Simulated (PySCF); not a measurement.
C3H7O2, SMILES C[C](O)CO, multiplicity 2. Atoms are numbered in the order given.

```xyz
12

C      1.3980    -0.8022     0.5194
C      0.5479     0.1123    -0.2931
O      0.7153     1.4389     0.0394
C     -0.8195    -0.2979    -0.7302
O     -1.7296    -0.4891     0.3557
H      1.0135    -0.9101     1.5543
H      1.4201    -1.8087     0.0748
H      2.4280    -0.4192     0.5879
H      0.1725     1.9797    -0.5519
H     -0.7757    -1.2631    -1.2579
H     -1.2187     0.4478    -1.4538
H     -1.6837     0.3025     0.9093
```
Charge 0, spin multiplicity 2.

Coordinates come from a B3LYP-D3(BJ)/def2-SVP optimisation. The isomer is the one that the SMILES or the coordinates give; other isomers of the formula were not compared. One conformer was computed; it need not be the lowest.

These are B3LYP/pcH-1 in PySCF values and carry that method's errors.

Unrestricted Kohn–Sham, ⟨S²⟩ = 0.754. Hyperfine tensors hold the contact and dipolar terms, without spin-orbit corrections.

Computed hyperfine couplings:
```json
[
 {"nucleus": "13C no. 1", "A(iso) (MHz)": "-19.1", "A(iso) (G)": "-6.8", "dipolar principal values (MHz)": "-1.8, -1.6, 3.4"},
 {"nucleus": "13C no. 2", "A(iso) (MHz)": "172.0", "A(iso) (G)": "61.4", "dipolar principal values (MHz)": "-75.4, -74.0, 149.4"},
 {"nucleus": "17O no. 3", "A(iso) (MHz)": "-16.4", "A(iso) (G)": "-5.9", "dipolar principal values (MHz)": "-59.6, 28.8, 30.8"},
 {"nucleus": "13C no. 4", "A(iso) (MHz)": "18.6", "A(iso) (G)": "6.6", "dipolar principal values (MHz)": "-2.8, -1.6, 4.4"},
 {"nucleus": "17O no. 5", "A(iso) (MHz)": "-22.3", "A(iso) (G)": "-7.9", "dipolar principal values (MHz)": "-23.6, 11.4, 12.2"},
 {"nucleus": "1H no. 6", "A(iso) (MHz)": "120.2", "A(iso) (G)": "42.9", "dipolar principal values (MHz)": "-4.1, -3.0, 7.1"},
 {"nucleus": "1H no. 7", "A(iso) (MHz)": "18.6", "A(iso) (G)": "6.6", "dipolar principal values (MHz)": "-5.3, -4.2, 9.5"},
 {"nucleus": "1H no. 8", "A(iso) (MHz)": "32.1", "A(iso) (G)": "11.5", "dipolar principal values (MHz)": "-5.0, -4.3, 9.3"},
 {"nucleus": "1H no. 9", "A(iso) (MHz)": "-3.1", "A(iso) (G)": "-1.1", "dipolar principal values (MHz)": "-12.1, -9.4, 21.5"},
 {"nucleus": "1H no. 10", "A(iso) (MHz)": "10.4", "A(iso) (G)": "3.7", "dipolar principal values (MHz)": "-6.8, -3.6, 10.4"},
 {"nucleus": "1H no. 11", "A(iso) (MHz)": "6.8", "A(iso) (G)": "2.4", "dipolar principal values (MHz)": "-6.4, -3.8, 10.2"},
 {"nucleus": "1H no. 12", "A(iso) (MHz)": "-5.4", "A(iso) (G)": "-1.9", "dipolar principal values (MHz)": "-8.2, 0.2, 8.1"}
]
```
